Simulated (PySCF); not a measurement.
**NMR data sheet: C4H10N2OSi**

- Formula: C4H10N2OSi
- SMILES: CO[C@@H]1C=NN([SiH3])C1
- Point group of the computed structure: C1
- Degrees of unsaturation: 2
- Carbon signals: 4
- Proton signals: 6

Bonds (- single, = double, # triple, : aromatic): C1-O2, O2-C3, C3-C4, C4=N5, N5-N6, N6-Si7, N6-C8, C8-C3. C1 carries H9, H10, H11; C3 carries H12; C4 carries H13; Si7 carries H14, H15, H16; C8 carries H17, H18. Stereochemistry as in CO[C@@H]1C=NN([SiH3])C1. H17 is cis to O2 on the ring; H18 is trans to O2 on the ring.

Computational details: geometry from GFN2-xTB, σ from GIAO-PBE0/pcSseg-1, in PySCF (isolated molecule, one computed conformer, non-relativistic Hamiltonian, one averaged value for each set of equivalent atoms).

References, each an isolated molecule treated in the same way: $^{1}$H (σref 31.72), $^{13}$C (σref 186.93), $^{29}$Si (σref 349.16) vs TMS; $^{15}$N (σref 267.73) against NH3; $^{17}$O (σref 336.08) against H2O.

```tsv
carbon	δC, type	δH (multiplicity)	HMBC from (2–3 bonds)	span of the C tensor (ppm)
C1	58.9, CH3	3.46 (s)	H12	86
C3	91.0, CH	4.86 (m)	H13, H9/H10/H11, H18, H17	68
C4	138.9, CH	6.44 (d)	H12, H18, H17	154
C8	54.6, CH2	H17 3.28 (m); H18 3.46 (m)	H13, H14/H15/H16, H12	44
```

Other nuclei:
```
      atoms    nucleus                        environment  δ (ppm)  σ (ppm)
H14/H15/H16    $^{1}$H  hydrogen on a silicon bonded to N     4.89    26.83
        Si7  $^{29}$Si           silicon bonded to N, 3 H    -54.2    403.4
         N5   $^{15}$N                     imine nitrogen    397.6   -129.9
         N6   $^{15}$N          nitrogen bonded to O or N    132.7    135.1
         O2   $^{17}$O                       ether oxygen     52.2    283.9
```

1. Carbon types of the structure: 2 × CH, 1 × CH2, 1 × CH3, leaving 3 H on heteroatoms.
2. δC 138.9: C=N carbon.
3. δC 91.0: sp3 CH bonded to O; pulled downfield by the heteroatom.
4. δC 54.6: sp3 CH2 bonded to N; pulled downfield by the heteroatom.
5. δH 4.86: hydrogen on an sp3 CH bonded to O; its carbon carries O, which withdraws density.
6. δH 3.46, 3.28: hydrogen on an sp3 CH2 bonded to N; its carbon carries N, hence the downfield position.

Shifts are as computed. Against solution values, carbons near 30 ppm lie about +3 ppm off and those near 130 ppm about +5 ppm. Of 1211 compounds with measured shifts, 218 miss one by over three times the rms of a fit or turn the order of signals round; such compounds aren't used in these exercises. Experimental scales use liquid or dissolved standards, which lie at an offset from isolated NH3 (liquid NH3: subtract about 20 ppm) and H2O (liquid H2O: subtract about 36 ppm). Unscaled 15N shifts of sp2 nitrogen come out 20 to 40 ppm too high even then. Multiplicities follow the n + 1 count of equivalent neighbours, as no J values were calculated; m marks all less simple cases, F and P coupling included.
